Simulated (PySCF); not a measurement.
H2Te. Atoms are numbered in the order given.

```xyz
3

Te     0.0000     0.0000     0.0439
H      0.0000    -1.1788    -1.1407
H      0.0000     1.1788    -1.1407
```
Charge 0, spin multiplicity 1.

Coordinates come from a PBE-D3(BJ)/def2-TZVPD optimisation. The def2 effective core potentials stand for the cores of Te; spin–orbit coupling is left out.

These are ωB97X/def2-TZVPD in PySCF values and carry that method's errors.

Mulliken values depend strongly on the basis, most of all with diffuse functions as here. ESP charges are fitted to the potential on shells at 1.4 to 2.0 van der Waals radii. Atomic charges (e):

```csv
atom,ESP fit,Mulliken
Te1,?,-0.04
H2,?,0.02
H3,?,0.02
```

Problem. Fill in the missing entries. (An estimate is asked for; the answer gives what the named calculation found.)

Solution. 
- Te1, ESP fit: -0.10
- H2, ESP fit: 0.05
- H3, ESP fit: 0.05
